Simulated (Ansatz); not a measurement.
Input file for Ansatz (an electronic-structure program): U-CCSD(T)/def2-SVP on ClHPb (SMILES [Cl][PbH]), a point of a bond scan (R = 4.363 Å). Elements past Kr take the def2 small-core potentials; no spin–orbit coupling. The run froze 14 orbitals, filled d shells among them.

Ansatz 0.2 input:
```yaml
crystal:
  periodic: [false, false, false]
  atoms:
    - {symbol: Pb, position_ang: [-0.21816163, -0.21253453, 0.29359630]}
    - {symbol: H, position_ang: [-1.37766248, -0.88691623, -0.99885930]}
    - {symbol: Cl, position_ang: [2.14698028, 2.04474254, -2.59567167]}
basis:
  gaussian:
    orbitals: def2-SVP
correlation: {method: ccsd_t, electrons: outside_noble_gas}
scf: {omitted_lower_state_checks: [cluster_reference]}
magnetization: {spin_polarized: true, initial_magnetization: 0}
```

It printed:

```
WARN ansatz: RAYON_NUM_THREADS=1 ignored (pool sized by the plan → 1); use --threads N
Functional definition: HF
these checks for a lower state are left out or cut short: cluster_reference
integrals: 0.03 GiB planned
559 factors; integrals over basis functions are off by at most 4.4e-4 eV
mean field: 0.15 GiB planned
mean field evaluation 1: about -17731.0607 eV, gradient 1.5e1 eV
mean field evaluation 2: about -17731.0689 eV, gradient 1.5e1 eV
mean field evaluation 4: about -17732.8434 eV, gradient 1.1e0 eV
mean field evaluation 8: about -17732.8829 eV, gradient 1.6e-1 eV
mean field evaluation 16: about -17733.0112 eV, gradient 1.2e0 eV
mean field evaluation 32: about -17731.0901 eV, gradient 1.4e1 eV
mean field evaluation 64: about -17733.8356 eV, gradient 1.2e-6 eV
mean field evaluation 96: about -17733.8329 eV, gradient 5.1e-2 eV
mean field evaluation 128: about -17733.7434 eV, gradient 2.8e0 eV
mean field evaluation 160: about -17733.8587 eV, gradient 5.4e-2 eV
mean field evaluation 192: about -17733.8314 eV, gradient 1.1e-1 eV
mean field evaluation 224: about -17733.8298 eV, gradient 2.6e-1 eV
mean field evaluation 256: about -17733.7555 eV, gradient 3.6e-1 eV
mean field evaluation 288: about -17733.8317 eV, gradient 1.5e-3 eV
mean field -17733.85878200 eV, -651.7072897974 hartree, gradient 1.4e-6 eV, S^2 0.963594; 18 other end points of the search recorded, 0 dependent functions left out
14 core orbitals not correlated, not the lowest: weight in the atoms' cores, before any rotation towards them, 0.997 or more for the frozen orbitals, at most 0.002 for the correlated occupied ones
reference -17733.85878200 eV, -651.7072897974 hartree; 6, 6 occupied and 29, 29 virtual orbitals, 559 factors
second order -4.36392220 eV of doubles, -0.00000000 eV of singles
coupled cluster: 0.09 GiB planned
cycle   1  -5.02773034 eV  change   -6.6e-1 eV  update   7.2e-2
cycle   2  -5.26897233 eV  change   -2.4e-1 eV  update   2.9e-2
cycle   3  -5.28894639 eV  change   -2.0e-2 eV  update   2.2e-2
cycle   4  -5.29283629 eV  change   -3.9e-3 eV  update   1.8e-2
cycle   5  -5.30318625 eV  change   -1.0e-2 eV  update   1.3e-2
cycle   6  -5.30689799 eV  change   -3.7e-3 eV  update   5.5e-3
cycle   7  -5.30915477 eV  change   -2.3e-3 eV  update   2.8e-3
cycle   8  -5.31276418 eV  change   -3.6e-3 eV  update   2.3e-3
cycle   9  -5.31273324 eV  change    3.1e-5 eV  update   1.5e-3
cycle  10  -5.31303388 eV  change   -3.0e-4 eV  update   7.6e-4
cycle  11  -5.31320434 eV  change   -1.7e-4 eV  update   4.1e-4
cycle  12  -5.31337985 eV  change   -1.8e-4 eV  update   2.0e-4
cycle  13  -5.31342554 eV  change   -4.6e-5 eV  update   1.2e-4
cycle  14  -5.31335739 eV  change    6.8e-5 eV  update   8.8e-5
cycle  15  -5.31332366 eV  change    3.4e-5 eV  update   6.9e-5
cycle  16  -5.31333143 eV  change   -7.8e-6 eV  update   5.2e-5
cycle  17  -5.31335657 eV  change   -2.5e-5 eV  update   4.4e-5
cycle  18  -5.31335950 eV  change   -2.9e-6 eV  update   4.1e-5
cycle  19  -5.31337008 eV  change   -1.1e-5 eV  update   3.9e-5
cycle  20  -5.31337860 eV  change   -8.5e-6 eV  update   3.2e-5
cycle  21  -5.31338835 eV  change   -9.7e-6 eV  update   2.3e-5
cycle  22  -5.31338900 eV  change   -6.5e-7 eV  update   1.8e-5
cycle  23  -5.31337915 eV  change    9.8e-6 eV  update   1.4e-5
cycle  24  -5.31336659 eV  change    1.3e-5 eV  update   1.0e-5
cycle  25  -5.31336038 eV  change    6.2e-6 eV  update   5.8e-6
coupled cluster: 0.09 GiB planned
perturbative correction -0.06910482 eV, -0.0025395552 hartree
WARN: the results are in doubt because among natural orbitals the method converges to other amplitudes
Total energy: -17739.24124720 eV, -651.9050917449 hartree
In doubt: among natural orbitals the method converges to other amplitudes
Checks for a lower state left out: cluster_reference
```

The run converged. Its determinant has ⟨S²⟩ = 0.96, a mixture of spin states.

Warnings raised: other amplitudes.

Cost: about 8 core-seconds (a rough figure).
